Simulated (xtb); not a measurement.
propene (C$_{3}$H$_{6}$), singlet, geometry from GFN2-xTB; GFN1-xTB (xtb).

The xtb input:
```
$ xtb mol.xyz --gfn 1 --json

# file mol.xyz
9

C      1.27989193     0.12352179     0.00919112
C      0.00825223     0.47486055     0.00924347
H      1.58086326    -0.91147352    -0.00926160
H      2.07459801     0.84971927     0.02748105
H     -0.26659719     1.52209281     0.02807201
C     -1.13573952    -0.48243353    -0.01537878
H     -0.78376375    -1.51090673    -0.03343425
H     -1.76443256    -0.33959044     0.86334919
H     -1.75509560    -0.30553422    -0.89454124
```

It wrote (shortened):

```
   ID    Z sym.   atoms
    1    6 C      1, 2, 6
    2    1 H      3-5, 7-9

           -------------------------------------------------
          |                Calculation Setup                |
           -------------------------------------------------

           -------------------------------------------------
          |                 G F N 1 - x T B                 |
           -------------------------------------------------

          ...................................................
          :                      SETUP                      :
          :.................................................:
          :  # basis functions                  24          :
          :  # atomic orbitals                  24          :
          :  # shells                           18          :
          :  # electrons                        18          :
          :  # halogen bonds                     0          :
          :  max. iterations                   250          :
          :  Hamiltonian                  GFN1-xTB          :
          :  restarted?                      false          :
          :  GBSA solvation                  false          :
          :  PC potential                    false          :
          :  electronic temp.          300.0000000     K    :
          :  accuracy                    1.0000000          :
          :  -> integral cutoff          0.2500000E+02      :
          :  -> integral neglect         0.1000000E-07      :
          :  -> SCF convergence          0.1000000E-05 Eh   :
          :  -> wf. convergence          0.2000000E-04 e    :
          :  Broyden damping             0.4000000          :
          :  net charge                          0          :
          :  unpaired electrons                  0          :
          ...................................................

 iter      E             dE          RMSdq      gap      omega  full diag
   1     -9.6987511 -0.969875E+01  0.816E+00    5.53       0.0  T
   2     -9.7135581 -0.148069E-01  0.491E+00    5.46       1.0  T
   3     -9.7137447 -0.186683E-03  0.710E-01    5.46       1.0  T
   4     -9.7148510 -0.110630E-02  0.173E-01    5.45       1.0  T
   5     -9.7149566 -0.105512E-03  0.138E-02    5.45       2.4  T
   6     -9.7149574 -0.815293E-06  0.173E-03    5.45      19.3  T
   7     -9.7149574 -0.135827E-07  0.465E-04    5.45      71.7  T
   8     -9.7149574 -0.978336E-09  0.406E-05    5.45     821.6  T
   9     -9.7149574 -0.210676E-11  0.197E-05    5.45    1689.8  T

   *** convergence criteria satisfied after 9 iterations ***

         :::::::::::::::::::::::::::::::::::::::::::::::::::::
         ::                     SUMMARY                     ::
         :::::::::::::::::::::::::::::::::::::::::::::::::::::
         :: total energy              -9.546038890183 Eh    ::
         :: gradient norm              0.007963167103 Eh/a0 ::
         :: HOMO-LUMO gap              5.452959409915 eV    ::
         ::.................................................::
         :: SCC energy                -9.714957381023 Eh    ::
         :: -> electrostatic           0.000341976639 Eh    ::
         :: repulsion energy           0.170919664136 Eh    ::
         :: dispersion energy         -0.002001173297 Eh    ::
         :: halogen bond corr.         0.000000000000 Eh    ::
         :: add. restraining           0.000000000000 Eh    ::
         :: total charge              -0.000000000000 e     ::
         :::::::::::::::::::::::::::::::::::::::::::::::::::::

           -------------------------------------------------
          |                Property Printout                |
           -------------------------------------------------

    * Orbital Energies and Occupations

         #    Occupation            Energy/Eh            Energy/eV
      -------------------------------------------------------------
         1        2.0000           -0.6500380             -17.6884
         2        2.0000           -0.6287582             -17.1094
         3        2.0000           -0.5889589             -16.0264
         4        2.0000           -0.5541627             -15.0795
         5        2.0000           -0.5303451             -14.4314
         6        2.0000           -0.5231447             -14.2355
         7        2.0000           -0.4926953             -13.4069
         8        2.0000           -0.4745729             -12.9138
         9        2.0000           -0.4340444             -11.8110 (HOMO)
        10                         -0.2336519              -6.3580 (LUMO)
        11                         -0.1299610              -3.5364
        12                         -0.1061813              -2.8893
        13                         -0.0951987              -2.5905
        14                         -0.0633064              -1.7227
        15                         -0.0581398              -1.5821
        16                         -0.0424260              -1.1545
        17                          0.1335755               3.6348
        18                          0.2343577               6.3772
        19                          0.2695192               7.3340
        20                          0.2846117               7.7447
       ...                                ...                  ...
        24                          0.6071570              16.5216
      -------------------------------------------------------------
                  HL-Gap            0.2003926 Eh            5.4530 eV
             Fermi-level           -0.3338482 Eh           -9.0845 eV

  Mulliken/CM5 charges         n(s)   n(p)   n(d)
     1C    -0.09090 -0.19514   1.041  3.050  0.000
     2C    -0.01325 -0.08063   1.062  2.951  0.000
     3H     0.02811  0.08207   0.972  0.000  0.000
     4H     0.03081  0.08424   0.969  0.000  0.000
     5H     0.02334  0.07922   0.977  0.000  0.000
     6C    -0.08417 -0.23196   1.002  3.082  0.000
     7H     0.03254  0.08527   0.967  0.000  0.000
     8H     0.03676  0.08846   0.963  0.000  0.000
     9H     0.03676  0.08846   0.963  0.000  0.000

Wiberg/Mayer (AO) data.
largest (>0.10) Wiberg bond orders for each atom

 ---------------------------------------------------------------------------
     #   Z sym  total        # sym  WBO       # sym  WBO       # sym  WBO
 ---------------------------------------------------------------------------
     1   6 C    3.996 --     2 C    1.980     3 H    0.979     4 H    0.979
     2   6 C    3.995 --     1 C    1.980     6 C    1.035     5 H    0.973
     3   1 H    1.004 --     1 C    0.979
     4   1 H    1.006 --     1 C    0.979
     5   1 H    1.004 --     2 C    0.973
     6   6 C    3.997 --     2 C    1.035     7 H    0.986     8 H    0.973
                             9 H    0.973
     7   1 H    1.003 --     6 C    0.986
     8   1 H    1.007 --     6 C    0.973
     9   1 H    1.007 --     6 C    0.973
 ---------------------------------------------------------------------------

Topologies differ in total number of bonds
Writing topology from bond orders to xtbtopo.mol

 dipole moment from electron density (au)
     X       Y       Z
  -0.1721  -0.0135  -0.0012  total (Debye):    0.439

           -------------------------------------------------
          | TOTAL ENERGY               -9.546038890183 Eh   |
          | GRADIENT NORM               0.007963167103 Eh/α |
          | HOMO-LUMO GAP               5.452959409915 eV   |
           -------------------------------------------------

normal termination of xtb
```
